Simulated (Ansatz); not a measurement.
A nudged elastic band was laid between two geometries of CH2AlClO (6 atoms, charge 0, multiplicity 1).

Theory: RKS PBE0/def2-SVP in Ansatz 0.2.0.

```yaml
movable_images: 9
climbing_image: yes
spring: 5.0 eV/Å²
optimiser: quadratic models (default)
start_path: through a guess of the saddle point
force_threshold: 0.03 eV/Å
iteration_limit: 60
end_points: relaxed
```

Image 0:

```xyz
6
Properties=species:S:1:pos:R:3
Cl -2.134 -2.168 0.436
Al -0.690 -0.713 0.127
C 0.630 0.633 0.091
O 0.133 0.040 -1.172
H 1.697 0.438 0.278
H 0.406 1.706 0.193
```

Image 10:

```xyz
6
Properties=species:S:1:pos:R:3
Cl -1.780 -2.261 0.334
Al -0.922 -0.366 0.160
C 0.223 1.010 0.503
O 0.716 -0.040 -0.714
H 1.539 -0.420 -0.385
H 0.265 2.012 0.055
```

**Question.** Which bonds break or form, and what moves?

**Answer.** Bonds broken: C3–H5. Bonds formed: O4–H5.

**Question.** Give the energies along the band, and the barrier.

**Answer.** It converged. The highest image is number 5 of 0 to 10, 273.3 kJ/mol above the first end and 55.2 kJ/mol above the last; the last end lies 218.1 kJ/mol above the first. A vibrational analysis at the climbing image gives one clearly imaginary mode, 1407i cm⁻¹: a first-order saddle point. The orbitals stay closed-shell, which can raise the energy where a bond breaks towards radicals; this wasn't checked here.

```csv
image,path coordinate (Å),energy (kJ/mol),C3–H5 (Å),O4–H5 (Å)
0,0.00,0.0,1.10,2.17
1,0.24,18.8,1.08,2.02
2,0.47,81.8,1.07,1.85
3,0.71,161.1,1.09,1.66
4,0.95,236.3,1.17,1.43
5,1.18,273.3,1.34,1.16
6,1.46,253.3,1.68,1.00
7,1.74,237.4,2.02,0.97
8,2.02,227.7,2.25,0.96
9,2.30,220.3,2.25,0.96
10,2.57,218.1,2.14,0.96
```

**Question.** What is the geometry of the highest image?

**Answer.** 
```xyz
6
Properties=species:S:1:pos:R:3
Cl -2.061 -2.055 0.360
Al -0.577 -0.623 0.162
C 0.501 0.867 0.555
O 0.656 -0.317 -1.038
H 1.341 0.210 -0.257
H 0.184 1.854 0.172
```

**Question.** What are the harmonic wavenumbers there?

**Answer.** 1407i, 159, 169, 384, 503, 606, 728, 876, 946, 1057, 2120, 3121 cm⁻¹.

Run time: 6.4 min on 1 thread of Arm Neoverse V1, with other jobs on the host, peak memory 0.14 GiB.
